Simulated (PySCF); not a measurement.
C6H16NSi (SMILES [CH2]C(C)N([SiH3])C(C)C), doublet, at a GFN2-xTB geometry; HF/STO-3G (PySCF).

Here is a job for PySCF.
```python
from pyscf import gto, scf

mol = gto.Mole()
mol.atom = '''
    C     1.940207   -0.132291    1.306525
    C     1.510494   -0.093841   -0.100610
    C     1.861489   -1.374939   -0.860278
    N     0.079274    0.211322   -0.200434
    Si   -0.436117    1.682676   -0.922295
    C    -0.807924   -0.656855    0.556273
    C    -1.761035   -1.410085   -0.373450
    C    -1.593700    0.105136    1.622954
    H     1.705551    0.695831    1.947471
    H     2.329518   -1.027933    1.750743
    H     2.013472    0.743699   -0.607936
    H     1.529162   -1.293483   -1.892199
    H     2.937701   -1.528187   -0.845974
    H     1.381991   -2.239172   -0.406917
    H     0.478256    1.929332   -2.039308
    H    -1.804331    1.521823   -1.413259
    H    -0.399093    2.839028   -0.010100
    H    -0.175450   -1.390515    1.071377
    H    -1.200112   -1.926593   -1.147821
    H    -2.450271   -0.719511   -0.850411
    H    -2.334832   -2.141280    0.191656
    H    -2.274210    0.813585    1.158010
    H    -2.170836   -0.588231    2.230934
    H    -0.912984    0.652134    2.270425
'''
mol.basis = 'sto-3g'
mol.charge = 0
mol.spin = 1
mol.verbose = 4
mol.build()

mf = scf.UHF(mol)
mf.kernel()
```

**Question.** Write the output that PySCF gives for this input, abridged.

**Answer.** 
```
PySCF version 2.14.0

[INPUT] verbose = 4
[INPUT] num. atoms = 24
[INPUT] num. electrons = 73
[INPUT] charge = 0
[INPUT] spin (= nelec alpha-beta = 2S) = 1
[INPUT] symmetry False subgroup None
[INPUT] Mole.unit = angstrom
[INPUT] Symbol           X                Y                Z      unit          X                Y                Z       unit  Magmom
[...]
nuclear repulsion = 495.786592933515
number of shells = 42
number of NR pGTOs = 180
number of NR cGTOs = 60
basis = sto-3g
ecp = {}

******** <class 'pyscf.scf.uhf.UHF'> ********
method = UHF
initial guess = minao
damping factor = 0
level_shift factor = 0
DIIS = <class 'pyscf.scf.diis.CDIIS'>
diis_start_cycle = 1
diis_space = 8
diis_damp = 0
SCF conv_tol = 1e-09
SCF conv_tol_grad = None
SCF max_cycles = 50
direct_scf = True
direct_scf_tol = 1e-13
number electrons alpha = 37  beta = 36
Set gradient conv threshold to 3.16228e-05
init E= -574.241430644505

cycle= 1 E= -572.991246241649  delta_E= 1.25  |g|= 0.297  |ddm|= 4.02
cycle= 2 E= -573.063538092083  delta_E= -0.0723  |g|= 0.0932  |ddm|= 0.557
cycle= 3 E= -573.071255637697  delta_E= -0.00772  |g|= 0.0339  |ddm|= 0.171
cycle= 4 E= -573.072663857448  delta_E= -0.00141  |g|= 0.0108  |ddm|= 0.0777
cycle= 5 E= -573.072864272933  delta_E= -0.0002  |g|= 0.00476  |ddm|= 0.0288
cycle= 6 E= -573.072907844748  delta_E= -4.36e-05  |g|= 0.00121  |ddm|= 0.0176
cycle= 7 E= -573.072910533155  delta_E= -2.69e-06  |g|= 0.000331  |ddm|= 0.00426
cycle= 8 E= -573.072910723886  delta_E= -1.91e-07  |g|= 0.000165  |ddm|= 0.000912
cycle= 9 E= -573.072910782946  delta_E= -5.91e-08  |g|= 6.26e-05  |ddm|= 0.000615
cycle= 10 E= -573.072910791636  delta_E= -8.69e-09  |g|= 2.15e-05  |ddm|= 0.000248
cycle= 11 E= -573.072910792635  delta_E= -9.99e-10  |g|= 6.48e-06  |ddm|= 8.72e-05
Extra cycle  E= -573.072910792693  delta_E= -5.8e-11  |g|= 4.02e-06  |ddm|= 1.29e-05
converged SCF energy = -573.072910792693  <S^2> = 0.76503322  2S+1 = 2.0149771
```
